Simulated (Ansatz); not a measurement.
C$_{2}$H$_{6}$SSi$_{2}$, SMILES `C#C[SiH2]S[SiH3]`, relaxed with RKS PBE-D4/def2-SVP in the Gaussian-basis code of Ansatz from a rough embedded geometry. The force threshold is 0.03 eV/Å; the program also tests the step.

Total charge 0; spin multiplicity 1.

Start:

```xyz
11

C    -2.620   -0.162    0.865
C    -1.496   -0.485    0.875
Si    0.301   -0.995    0.943
S     1.087   -1.169   -0.953
Si    1.221    0.866   -1.409
H    -3.688    0.133    0.733
H     1.107    0.039    1.738
H     0.432   -2.241    1.694
H    -0.183    1.483   -1.325
H     1.748    1.042   -2.748
H     2.090    1.489   -0.412
```

| step | energy (eV) | largest force (eV/Å) | largest move (Å) |
| --- | --- | --- | --- |
| 1 | -28735.6667 | 6.575 | 0.000 |
| 2 | -28736.1241 | 0.327 | 0.125 |
| 3 | -28736.1407 | 0.296 | 0.070 |
| 4 | -28736.1474 | 0.178 | 0.024 |
| 5 | -28736.1493 | 0.236 | 0.049 |
| 6 | -28736.1543 | 0.028 | 0.064 |
| 7 | -28736.1549 | 0.035 | 0.035 |
| 8 | -28736.1552 | 0.033 | 0.018 |
| 9 | -28736.1560 | 0.032 | 0.050 |
| 10 | -28736.1560 | 0.106 | 0.149 |
| 11 | -28736.1568 | 0.094 | 0.021 |
| 12 | -28736.1597 | 0.042 | 0.072 |
| 13 | -28736.1611 | 0.077 | 0.137 |
| 14 | -28736.1619 | 0.083 | 0.056 |
| 15 | -28736.1631 | 0.085 | 0.089 |
| 16 | -28736.1640 | 0.079 | 0.077 |
| 17 | -28736.1646 | 0.066 | 0.080 |
| 18 | -28736.1647 | 0.089 | 0.094 |
| 19 | -28736.1652 | 0.057 | 0.014 |
| 20 | -28736.1656 | 0.021 | 0.018 |

End:

```xyz
11

C    -2.429    0.084    0.854
C    -1.309   -0.412    0.956
Si    0.384   -1.116    1.060
S     1.299   -1.199   -0.897
Si    1.020    0.877   -1.465
H    -3.419    0.514    0.766
H     1.189   -0.265    2.000
H     0.329   -2.533    1.549
H    -0.382    1.142   -1.938
H     1.989    1.128   -2.585
H     1.329    1.781   -0.300
```

Run time 20 s (4 threads of an Arm Neoverse V2 on a shared host); peak host memory 0.16 GiB.
